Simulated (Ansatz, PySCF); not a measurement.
System: C4H5N, charge 0, multiplicity 1. SMILES: C(CC#N)=C
Geometry from a B3LYP-D3(BJ)/def2-TZVP (Ansatz, an electronic-structure program) optimisation:
```xyz
10

C     -2.1869     0.0014    -0.0997
C     -1.0155     0.1347     0.5022
C      0.1869    -0.7208     0.1919
C      1.3507     0.0760    -0.1935
N      2.2591     0.7158    -0.4883
H     -3.0292     0.6267     0.1648
H     -2.3480    -0.7354    -0.8782
H     -0.8741     0.8865     1.2709
H     -0.0398    -1.4231    -0.6129
H      0.4670    -1.3137     1.0688
```
Charge 0, spin multiplicity 1.

Harmonic wavenumbers (cm⁻¹) at HF/6-31G* (Ansatz, at its own minimum) and at B3LYP-D3(BJ)/def2-TZVP (PySCF, at the structure above). 6-31G* holds six Cartesian d functions. Modes are numbered in rising order, 24 in all, and paired by that order; shown are modes over 250 cm⁻¹ that lie over 6 % from every other mode at both levels, one of each degenerate set, at most eight drawn at random. The second level is harmonic too, so this factor is not the one that brings values to measured fundamentals.

| mode | HF/6-31G* (x) | B3LYP-D3(BJ)/def2-TZVP (y) |
|---|---|---|
| 6 | 699 | 649 |
| 12 | 1236 | 1135 |
| 18 | 1881 | 1715 |
| 19 | 2615 | 2359 |

Fit one scale factor, y = λ·x, by least squares, and use it for mode 5, which lies at 552 cm⁻¹ at HF/6-31G*.

λ = Σxy/Σx² = 11251211/12392683 = 0.9079; the rows scatter about it by 13 cm⁻¹ (root mean square). Prediction for mode 5: 501 cm⁻¹. It lies outside the range of the table, so the fit extrapolates. The wavenumber at B3LYP-D3(BJ)/def2-TZVP is 506 cm⁻¹, so the fit misses by -5 cm⁻¹, against +46 cm⁻¹ without it. The fit is meant for this molecule alone.
